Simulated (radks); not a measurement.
Values are calculated unless marked as measured or tabulated.
Coherent X-ray form factor from a spherical all-electron density. Code: a radial shooting solver on a logarithmic mesh with Libxc functionals. Model: scalar-relativistic Kohn-Sham, PBE, spin-polarised, spherical densities, point nucleus.

sin(theta)/lambda (1/angstrom),f0 (electrons)
0.05,5.749
0.1,5.113
0.15,4.327
0.2,3.584
0.25,2.974
0.3,2.516
0.4,1.960
0.5,1.688
0.6,1.535
0.8,1.318
1,1.109
1.25,0.862
1.5,0.656
2,0.373

The species is in the configuration that NIST lists as its ground one. Which atom or ion scatters so?

Answer. Neutral carbon, [He] 2s2 2p2. Extrapolating in s^2 from the first two rows gives f0(0) = 6.0, near the electron count 6; among species with that count, the fall with angle is slower the higher Z, and the table is that of Z = 6; from so few rows the species is fixed only to a neighbour or two.
